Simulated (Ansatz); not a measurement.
The same molecule with X = F, Cl, I. Ansatz, PBE0-D4/def2-TZVP geometries, multiplicity 1.

Elements past krypton have def2 core potentials.

```
X      molecule  mean X–C bond length / Å  LUMO energy (ωB97M-V/def2-TZVPP) / eV  HOMO–LUMO gap (PBE0/def2-TZVPP) / eV  size of the dipole moment (B3LYP/def2-TZVPP) / D
F  `CC1=C(F)C1`                     1.313                                   2.64                                  7.83                                              1.72
I  `CC1=C(I)C1`                     2.036                                   1.34                                  6.04                                              1.60
```

Q: Give the row for X = Cl, `CC1=C(Cl)C1`. (Best estimate.)

A: Computed: 
```json
{"X": "Cl", "molecule": "`CC1=C(Cl)C1`", "mean X–C bond length / Å": "1.683", "LUMO energy (ωB97M-V/def2-TZVPP) / eV": "2.54", "HOMO–LUMO gap (PBE0/def2-TZVPP) / eV": "7.16", "size of the dipole moment (B3LYP/def2-TZVPP) / D": "1.67"}
```

From F to I the mean X–C bond length rises at each step, by 0.723 Å in all; the LUMO energy (ωB97M-V/def2-TZVPP) falls at each step, by 1.30 eV in all; the HOMO–LUMO gap (PBE0/def2-TZVPP) falls at each step, by 1.79 eV in all. Bonds lengthen as the atom grows down the group. Dipoles are sizes alone, and their direction can turn along the series.

B3LYP here is the variant with VWN-RPA as its local correlation; programs differ in this.

Spin–orbit coupling is left out; it splits and shifts lone-pair levels of the heavy atoms by tenths of an eV.
